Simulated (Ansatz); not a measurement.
Consider the ligand exchange at the Si–F bond: `N[Si](N)(N)F` + NH₃ → `N[Si](N)(N)N` + H–F.

Isolated molecules relaxed with PBE0-D4/def2-TZVP in Ansatz; ΔE leaves out vibrations. CBS: MP2 limit from def2 TZ/QZ plus the TZ coupled-cluster correction, frozen cores. This one scheme is used for every species. Functionals use def2-TZVPP. Each species was taken in one conformer, which may not be the lowest.

CCSD(T)/CBS gives +98.5 kJ/mol.

Q: Another level gave +97.6 kJ/mol. Which?
A. revPBE-D4/def2-TZVPP
B. LC-ωPBE/def2-TZVPP
C. HF/def2-TZVPP
D. PBE-D4/def2-TZVPP

A: D. PBE-D4 97.6, LC-ωPBE 105.0, HF/def2-TZVPP 117.3, revPBE-D4 92.6 kJ/mol.

Largest T1 diagnostic among the species: 0.010.

Leaving LDA and LC-ωPBE aside and taking each functional with its dispersion term where it has one, the values, not all of them listed here, spread over 17.3 kJ/mol, from revPBE-D4 to B97M-V. LDA lies −4.9 kJ/mol from PBE without D4. At CCSD(T), def2-SVP lies +7.0 kJ/mol from the extrapolated value and def2-TZVPP +0.3 kJ/mol.
